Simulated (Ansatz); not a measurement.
**Cost against result**

The pair of H2 (SMILES [H][H], atoms 1–2) and C3H8 (SMILES CCC, atoms 3–13), both closed shells, in one local arrangement (a lower one may exist), relaxed at PBE0-D4/def2-TZVP:

```xyz
13
angstrom
H -0.0995 -0.3231 -2.6035
H -0.4312 -0.1474 -3.2485
C -1.2032 -0.2111 0.6743
C 0.2799 -0.5247 0.5745
C 1.1281 0.7169 0.3576
H -1.5655 0.2707 -0.2384
H -1.4049 0.4700 1.5062
H -1.7975 -1.1142 0.8320
H 0.6078 -1.0366 1.4856
H 0.4499 -1.2329 -0.2440
H 2.1906 0.4733 0.2857
H 1.0038 1.4254 1.1816
H 0.8417 1.2337 -0.5630
```

Interaction energies are counterpoise-corrected; the time is that of the whole pair.

Ansatz 0.2.0; basis: as named in each row; cores frozen in the correlated methods. B3LYP uses VWN-RPA correlation. Extrapolation: Hartree–Fock as exp(−7.88 √X), correlation as X^−2.97.

Times are rough, for one single point on 4 threads of a shared host (Intel Xeon Platinum 8488C).

The estimate by CCSD(T) at an estimated basis limit (MP2 extrapolated from triple and quadruple zeta, plus CCSD(T) − MP2 in triple zeta) is -0.020 eV.

```
   method        basis  time (s)  interaction energy (eV)  method less estimate
       HF       STO-3G   under 1                    0.017                 0.037
   PBE-D4       STO-3G   under 1                   -0.021                -0.001
    SPW92     def2-SVP   under 1                   -0.042                -0.022
 B3LYP-D4        6-31G   under 1                   -0.015                 0.006
   PBE-D4     def2-SVP   under 1                   -0.028                -0.008
  PBE0-D4     def2-SVP   under 1                   -0.024                -0.003
  CCSD(T)     def2-SVP         1                    0.000                 0.020
   PBE-D4  def2-TZVPPD         1                   -0.030                -0.010
revPBE-D4  def2-TZVPPD         1                   -0.024                -0.003
  wB97M-V     def2-SVP         2                   -0.012                 0.008
  BLYP-D4  def2-TZVPPD         2                   -0.011                 0.009
  PBE0-D4  def2-TZVPPD         2                   -0.025                -0.005
 B3LYP-D4  def2-TZVPPD         2                   -0.016                 0.004
 HSE06-D4  def2-TZVPPD         2                   -0.025                -0.005
r2SCAN-D4  def2-TZVPPD         2                   -0.010                 0.010
   B2PLYP  def2-TZVPPD         4                    0.000                 0.020
  wB97X-V  def2-TZVPPD         4                   -0.021                -0.001
  wB97M-V  def2-TZVPPD         4                   -0.018                 0.003
   B97M-V  def2-TZVPPD         4                   -0.019                 0.001
      MP2  def2-QZVPPD        19                   -0.018                 0.002
  CCSD(T)  def2-TZVPPD        62                   -0.018                 0.003
```

T1 diagnostic: at most 0.009.
